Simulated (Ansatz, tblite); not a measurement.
Cost and result up the ladder for the cluster SiTe2⁻ (the lowest doublet isomer of a short search) (3 atoms). The state is a doublet with charge -1. Geometry: r2SCAN-D4/def2-TZVPD.

```xyz
3

Si    0.281    0.539    0.184
Te   -0.611   -0.734    1.987
Te    0.330    0.196   -2.171
```

Ansatz on 4 threads of Arm Neoverse V2 on a shared host; xTB runs through tblite on one thread. Times are rough, summed over both states, and most runs start from the orbitals of an earlier one. PBE0-D4/def2-TZVPD serves as the yardstick here, not as an exact answer. The other state is a singlet.

In the def2 sets Te takes a core potential; there is no spin–orbit coupling. The xTB rows come from tblite. The structure comes from a short search, and lower isomers may exist.

Raw xTB energies of ions are shifted by several eV, and xTB has no spin-polarisation term.

```json
{"level": "GFN2-xTB", "functions": "27", "wall time": "0.006 s", "vertical IE (eV)": "3.26", "difference from PBE0-D4/def2-TZVPD (eV)": "0.47"}
{"level": "PBE-D4/def2-TZVPD", "functions": "161", "wall time": "4.2 s", "vertical IE (eV)": "2.57", "difference from PBE0-D4/def2-TZVPD (eV)": "-0.22"}
{"level": "PBE0-D4/def2-TZVPD", "functions": "161", "wall time": "6.3 s", "vertical IE (eV)": "2.79", "difference from PBE0-D4/def2-TZVPD (eV)": "0.00"}
{"level": "r2SCAN-D4/def2-TZVPD (with forces)", "functions": "161", "wall time": "10 s", "vertical IE (eV)": "2.75", "difference from PBE0-D4/def2-TZVPD (eV)": "-0.05"}
```
